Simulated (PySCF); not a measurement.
Gas-phase equilibrium of 1 mol AsH3, 87 mol H2 at 2000 K and 0.100 bar, among 7 species (As, AsH3, As2, H, H2, As4, AsH2). Only gases are allowed; each row takes one source of thermochemistry for all species, and Cantera finds the minimum.

Method: PySCF energies plus ideal-gas RRHO corrections (1 bar). † marks an energy on the PBE0/def2-TZVP geometry and frequencies; other levels use their own. MP2 and CCSD(T) freeze the core. 6-31G* has spherical d functions here. Open shells (unrestricted) among the columns below: As (multiplicity 4), H (multiplicity 2), AsH2 (multiplicity 2); the rest are closed-shell singlets. B3LYP is the form with VWN-RPA correlation. As: all electrons, no relativistic terms. AsH2: computed as isolated molecules; such fragments, hydroxides, amides, oligomers or adducts are transient or little studied in the gas. MP2 isn't extrapolated to the basis-set limit. CCSD(T) isn't extrapolated to the basis-set limit. The harmonic model lacks anharmonicity and excited electronic states, which grow with temperature; levels with a mode under 35 cm⁻¹ are left out.

Molecules larger than those listed are left out.

Mole fractions:

```json
[
 {"thermochemistry": "B3LYP/def2-TZVP†", "x H2": "0.99", "x H": "0.0050", "x As": "0.0016", "x As2": "0.0048", "x AsH2": "2.2e-5", "x AsH3": "3.1e-7"},
 {"thermochemistry": "BLYP/def2-TZVP†", "x H2": "0.99", "x H": "0.0055", "x As": "0.00067", "x As2": "0.0053", "x AsH2": "1.0e-5", "x AsH3": "1.3e-7"},
 {"thermochemistry": "CCSD(T)/def2-SVP†", "x H2": "0.98", "x H": "0.011", "x As": "0.0096", "x As2": "0.00074", "x AsH2": "9.5e-6", "x AsH3": "1.5e-7"},
 {"thermochemistry": "HF/6-31G*", "x H2": "0.82", "x H": "0.17", "x As": "0.010", "x As2": "7.6e-11", "x AsH2": "1.3e-7", "x AsH3": "1.5e-10"},
 {"thermochemistry": "HF/def2-TZVP†", "x H2": "0.86", "x H": "0.13", "x As": "0.010", "x As2": "2.7e-10", "x AsH2": "2.3e-7", "x AsH3": "2.9e-10"},
 {"thermochemistry": "MP2/def2-SVP†", "x H2": "0.97", "x H": "0.022", "x As": "0.0083", "x As2": "0.0014", "x AsH2": "5.3e-6", "x AsH3": "8.7e-8"}
]
```
The most sensitive of these is As2: it spans a factor of 10^7.8 over these rows; at this temperature one factor of ten is RT ln 10 = 38 kJ/mol.
